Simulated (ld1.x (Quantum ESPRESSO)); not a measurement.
# Which setting gave this result? (Tc (Z = 43), TM semilocal)

Base potential:

ld1.x (Quantum ESPRESSO) 7.5 input, shortened:

```
&input
   title='Tc', zed=43., rel=1, dft='PZ', iswitch=3,
   config='[Kr] 4d5 5s2 5p0'
 /
 &inputp
   pseudotype=1, tm=.true., lloc=0,
   nlcc=.false.
 /
3
4P  2  1   6.00   0.00  1.55  1.55  0.0
4D  3  2   5.00   0.00  1.55  1.55  0.0
4S  1  0   2.00   0.00  1.50  1.50  0.0
 &test
   configts(1)='4s2 4p6 4d5 5s2 5p0'
 /
```

Occupied shells without a wave of their own: 5s. They enter only through the test configuration that unscreens the potential.

Cutoffs, loose and tight: the cutoffs (Ry, on a coarse ladder) from which the occupation-weighted sum of valence levels, in a spherical-Bessel basis at the reference potential, stays within 10 and 1 mRy of its value at 400 Ry. They do not see the model core or the augmentation charge, which bear on the density cutoff. Test errors are all-electron minus pseudo excitation energies from the reference, over the configurations 4s2 4p6 4d5 5s1 5p0; 4s2 4p6 4d5 5s0 5p0; 4s2 4p6 4d4 5s0 5p0; 4s2 4p6 4d4 5s2 5p1; 4s2 4p6 4d5 5s1 5p1; 4s2 4p6 4d6 5s1 5p0; 4s2 4p6 4d5 5s0 5p2 (two spin-polarised tests are not counted in the largest error); variants that change the core or the reference have their own tests. The largest error is taken over the tests solved by every variant that gives reliable tests at all, those not shown here included: 4s2 4p6 4d4 5s0 5p0; 4s2 4p6 4d5 5s0 5p0; 4s2 4p6 4d5 5s0 5p2; 4s2 4p6 4d5 5s1 5p0; 4s2 4p6 4d5 5s1 5p1; 4s2 4p6 4d6 5s1 5p0.

Only the scale of all radii (base = 1) is moved (2 further runs of the sweep failed or gave no value and are left out):

| scale of all radii (base = 1) | cutoff, loose | cutoff, tight | bound ghosts | largest test error (meV) | median size of the test errors |
| --- | --- | --- | --- | --- | --- |
| 0.73 | 120 Ry | 200 Ry | none | -365 | 102.6 meV |
| 0.83 | 110 Ry | 180 Ry | none | -729 | 203.6 meV |
| 0.9 | 90 Ry | 140 Ry | none | -1521 | 425.0 meV |
| 1.08 | 55 Ry | 80 Ry | none | -5026 | 1426.8 meV |
| 1.13 | 50 Ry | 70 Ry | none | -6702 | 1920.9 meV |
| 1.23 | 45 Ry | 60 Ry | none | -10558 | 4523.7 meV |

Q: One more run gave cutoff, loose: 70 Ry; cutoff, tight: 100 Ry; bound ghosts: none; largest test error (meV): -3107; median size of the test errors: 873.7 meV. Which value of the scale of all radii (base = 1) was used?

A: 1.01. The median size of the test errors moves one way along this sweep, from 102.6 meV at 0.73 to 4523.7 meV at 1.23, which places the run between 0.9 and 1.08.
